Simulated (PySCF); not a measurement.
Cartesian coordinates in Å; atom numbers follow the order of the lines, from 1:
```xyz
17

C     2.584   -1.041   -0.049
N     1.527   -0.179    0.371
C     0.804    0.408   -0.470
C    -0.329    1.274   -0.030
C    -1.599    0.435   -0.082
C    -1.770   -0.508    1.061
N    -2.462    0.469   -0.992
H     3.521   -0.650    0.352
H     2.664   -1.138   -1.141
H     2.420   -2.024    0.393
H     0.927    0.285   -1.557
H    -0.152    1.601    0.994
H    -0.421    2.137   -0.693
H    -0.827   -1.011    1.269
H    -2.547   -1.231    0.836
H    -2.054    0.052    1.951
H    -2.293    1.134   -1.744
```

Geometry: GFN2-xTB; GIAO absolute shieldings from PySCF 2.14.0 with density-fitted response routines, gas phase, non-relativistic, averaged over equivalent atoms.

At HCTH407/pcSseg-1 (169 basis functions, 62 s wall time on 1 thread of an Arm Neoverse N1, shared host):
```json
{"atoms": "C5", "σ (ppm)": "14.9"}
{"atoms": "C3", "σ (ppm)": "27.6"}
{"atoms": "C4", "σ (ppm)": "126.4"}
{"atoms": "C1", "σ (ppm)": "132.7"}
{"atoms": "C6", "σ (ppm)": "158.6"}
{"atoms": "N2", "σ (ppm)": "-97.9"}
{"atoms": "N7", "σ (ppm)": "-75.4"}
{"atoms": "H17", "σ (ppm)": "21.42"}
{"atoms": "H11", "σ (ppm)": "23.96"}
{"atoms": "H8/H9/H10", "σ (ppm)": "28.00"}
{"atoms": "H12/H13", "σ (ppm)": "28.65"}
{"atoms": "H14/H15/H16", "σ (ppm)": "29.64"}
```

Predict the values at PBE0/pcSseg-1 on the same geometry.

## Answers


```csv
atoms,σ at PBE0/pcSseg-1,change
C5,10.8,-4.1
C3,24.1,-3.5
C4,130.0,+3.6
C1,135.9,+3.2
C6,161.1,+2.5
N2,-115.0,-17.1
N7,-86.5,-11.1
H17,21.38,-0.04
H11,24.00,+0.04
H8/H9/H10,28.05,+0.05
H12/H13,28.75,+0.10
H14/H15/H16,29.65,+0.01
```

The largest change is at N2 (nitrogen bonded to 2 C). Cost: 169 basis functions, 29 s wall time on 1 thread of an Arm Neoverse N1, shared host. The order of the carbon signals is the same at both levels.
